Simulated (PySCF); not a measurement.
Computed data sheet: `C=COC(=C)c1cccs1`

Compound: C8H8OS.
Atom-mapped SMILES: `[CH2:1]=[CH:2][O:3][C:4](=[CH2:5])[c:6]1[cH:7][cH:8][cH:9][s:10]1` (hydrogens: H11, H12 on C1; H13 on C2; H14, H15 on C5; H16 on C7; H17 on C8; H18 on C9)

Cartesian coordinates in Å at the GFN2-xTB level; atoms count from 1:
```
atom  x, y, z in Å
C1     3.479    0.756    0.382
C2     2.463   -0.090    0.388
O3     1.231    0.277   -0.053
C4     0.298   -0.685   -0.339
C5     0.576   -1.947   -0.675
C6    -1.051   -0.152   -0.265
C7    -1.422    1.109    0.116
C8    -2.816    1.308    0.076
C9    -3.490    0.202   -0.332
S10   -2.437   -1.109   -0.683
H11    4.432    0.475    0.785
H12    3.375    1.749   -0.017
H13    2.547   -1.095    0.786
H14    1.581   -2.315   -0.771
H15   -0.219   -2.639   -0.879
H16   -0.712    1.859    0.411
H17   -3.296    2.233    0.343
H18   -4.548    0.071   -0.450
```

Some functional groups and rings: C=C double bond, aromatic ring with sulfur and ether.

From GFN2-xTB geometry:

```yaml
Point_group_of_the_GFN2-xTB_geometry: C1
Rotational_constants_A_B_C_of_the_GFN2-xTB_geometry: 2.931, 0.665, 0.546 GHz
```

From PBE0/pcSseg-1 ground state and GIAO shieldings, non-relativistic (PySCF):

```yaml
Dipole_moment: 0.52 D
HOMO_energy: -6.33 eV
LUMO_energy: -1.28 eV
HOMO–LUMO_gap: 5.05 eV
Lowest_Hirshfeld_atomic_charge: -0.15 e on C5
Highest_Hirshfeld_atomic_charge: +0.12 e on S10
13C_chemical_shifts_computed_TMS_as_zero_by_class: 162.6 (C4), 154.6 (C2), 149.1 (C6), 134.2 (C9), 131.8 (C8), 130.4 (C7), 99.7 (C1), 89.0 (C5) ppm
1H_chemical_shifts_computed_TMS_as_zero_by_class: 7.50 (H16), 7.09 (H18), 7.08 (H17), 6.84 (H13), 5.13 (H15), 5.11 (H12), 4.71 (H11), 4.36 (H14) ppm
Isotropic_shieldings_of_nuclei_other_than_C_and_H_by_class: 143 (O3), 291 (S10) ppm
Mayer_bond_orders_between_heavy_atoms: C1–C2 1.96, C2–O3 0.97, O3–C4 1.01, C4–C5 1.84, C4–C6 1.02, C6–C7 1.52, C7–C8 1.27, C8–C9 1.57, C9–S10 1.17, S10–C6 1.15
```

Monoisotopic mass from the formula: 152.0296 u.

A dipole of 0.52 D is allowed in C1, and pure rotational transitions are dipole-allowed. The dipole equals about 1.7 × 10⁻³⁰ C·m (1 D = 3.33564 × 10⁻³⁰ C·m). With B = h/(8π²I), that is 505.379 GHz u Å² over I, the principal moments of inertia are 172.4, 759.6 and 926.2 u Å² (most abundant isotopes). The rotational constants make it an asymmetric top with κ = (2B − A − C)/(A − C) = -0.90, nearer the prolate limit (−1).

Isolated species at its GFN2-xTB geometry (one conformer only).

For the NMR shielding job (PBE0/pcSseg-1), the run took 39 s of wall time on an Arm Neoverse V2 with one thread (shared host).
